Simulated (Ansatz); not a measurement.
`N[SiH]([SiH3])[SiH3]` → `[SiH3]`• + `N[SiH][SiH3]`• at 700 K and 1 bar (homolysis of the Si–Si bond).

Isolated molecules relaxed with PBE0-D4/def2-TZVP in Ansatz; ΔE leaves out vibrations. CBS: MP2 limit from def2 TZ/QZ plus the TZ coupled-cluster correction, frozen cores. This one scheme is used for every species. Open shells (•) are unrestricted, without spin–orbit coupling. One conformer a species, not always the lowest.

```tsv
species	CCSD(T)/CBS energy (Eh)	H − E (kJ/mol)	S (J/(mol·K))
`N[SiH]([SiH3])[SiH3]`	-927.36405	323.4	544.1
`[SiH3]`•	-290.80808	86.0	258.6
`N[SiH][SiH3]`•	-636.43540	223.6	433.5
```

H − E and S are ideal-gas, rigid-rotor, harmonic terms from PBE0-D4/def2-TZVP, for one conformer and one mirror image of each species, with the whole ground term of open shells counted as degenerate. 1 Eh = 2625.50 kJ/mol, R = 8.31446 J/(mol·K).

**Question.** By hand: ΔE, ΔH, ΔS and ΔG.

**Answer.** ΔE = (-290.80808) + (-636.43540) − (-927.36405) = 0.12057 Eh = 316.6 kJ/mol. Δ(H − E) = 86.0 + 223.6 − 323.4 = -13.8, so ΔH = 302.8 kJ/mol. ΔS = 258.6 + 433.5 − 544.1 = 148.0 J/(mol·K). ΔG = 302.8 − 700 × (148.0)/1000 = 199.2 kJ/mol.

**Question.** By hand: the equilibrium constant, and the temperature at which ΔG would vanish if ΔH and ΔS stayed fixed.

**Answer.** log₁₀ K = −ΔG/(RT ln 10) = -14.9. ΔG = 0 at ΔH/ΔS = 2046 K.

The number of gas molecules changes by +1, which sets the sign of ΔS. A doubt of 5 kJ/mol in ΔE shifts log₁₀ K by 0.4 here. Other conformers and mirror images would add mixing entropy, several J/(mol·K) or more a flexible species. These are equilibria of isolated gas molecules and say nothing of rates. Largest T1 diagnostic: 0.016 (customary marks: 0.02 for closed shells, 0.045 for open ones).
